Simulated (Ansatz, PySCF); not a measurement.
System: BCl, charge 0, multiplicity 1. 
Structure (B3LYP-D3(BJ)/def2-TZVP (Ansatz, an electronic-structure program) minimum search):
```xyz
2

B      0.0000     0.0000    -1.3302
Cl     0.0000     0.0000     0.3912
```
Charge 0, spin multiplicity 1.

Total electronic energies in hartree. Correlated levels leave the core frozen unless marked. Spin-orbit coupling is left out. No relativistic terms. CBS marks a two-point X^-3 extrapolation of the correlation energy; Hartree-Fock from the larger set (for Q and 5 zeta extrapolated as (X+1)exp(-9√X)). The bracket is a focal-point correction in the basis named.

The Hartree-Fock reference is unstable (checked in the largest basis), which strains HF and MP2. 

```
level                                                                 program  energy (Eh)
-------------------------------------------------------------  --------------  -----------
HF/CBS(cc-pV(Q+d)Z,cc-pV(5+d)Z)                                        Ansatz    -484.1624
BLYP-D4/def2-TZVPD                                             Ansatz + dftd4   -484.99692
PBE0/def2-TZVPD                                                         PySCF   -484.81188
TPSSh/def2-TZVPD                                                        PySCF   -485.02076
PW6B95-D3(BJ)/def2-TZVPD                                        PySCF + dftd3   -485.39775
LC-wPBE-D3(BJ)/def2-TZVPD                                      Ansatz + dftd3   -484.84367
MP2/cc-pV(D+d)Z                                                        Ansatz   -484.33784
SCS-MP2/STO-3G                                                         Ansatz   -478.89348
SCS-MP2/6-31G*                                                         Ansatz   -484.29582
SCS-MP2/aug-cc-pV(T+d)Z                                                Ansatz   -484.42195
SCS-MP2/cc-pwCVTZ                                                      Ansatz   -484.42228
SCS-MP2/def2-QZVPP                                                     Ansatz   -484.44786
CCSD/cc-pV(D+d)Z                                                       Ansatz   -484.36747
CCSD/aug-cc-pV(T+d)Z                                                   Ansatz   -484.45153
CCSD/def2-TZVPP                                                        Ansatz   -484.43851
CCSD/def2-QZVPPD                                                       Ansatz   -484.47338
CCSD/CBS(def2-TZVPPD,def2-QZVPPD)                                      Ansatz    -484.4882
CCSD/CBS(cc-pV(Q+d)Z,cc-pV(5+d)Z)                                      Ansatz    -484.4874
CCSD(T)/6-31G                                                          Ansatz   -484.17906
CCSD(T)/6-31G*                                                         Ansatz   -484.33329
RI-MP2/CBS(def2-TZVPP,def2-QZVPP)+[CCSD(T)-MP2]/def2-TZVPP             Ansatz    -484.5071
RI-MP2/CBS(cc-pV(T+d)Z,cc-pV(Q+d)Z)+[CCSD(T)-MP2]/cc-pV(Q+d)Z          Ansatz    -484.5052
CCSD(T)/CBS(cc-pV(Q+d)Z,cc-pV(5+d)Z)                                   Ansatz    -484.5045
```

Totals of different functionals don't rank their quality; only differences between species are comparable.
